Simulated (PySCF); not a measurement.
Sn(H)2(Me)2 (C₂H₈Sn), SMILES [CH3][SnH2][CH3].

Coordinates come from a r2SCAN-D4/def2-SVP optimisation. The structure was generated by enumeration; whether it is a known compound was not checked. The def2 effective core potentials stand for the cores of Sn; spin–orbit coupling is left out.

Level of theory: PBE/def2-TZVP in PySCF.

Symmetry labels are those of the subgroup C2v that the program uses (full group C2v).

Computed valence orbital energies around the gap with their symmetry:
```tsv
orbital	symmetry	energy (eV)
HOMO−7	A1	-11.81
HOMO−6	B2	-9.84
HOMO−5	A1	-9.78
HOMO−4	B1	-9.58
HOMO−3	A2	-9.56
HOMO−2	B2	-7.34
HOMO−1	A1	-7.08
HOMO	B1	-6.85
LUMO	A1	-0.21
LUMO+1	B1	-0.20
LUMO+2	A1	0.37
LUMO+3	B2	1.07
```
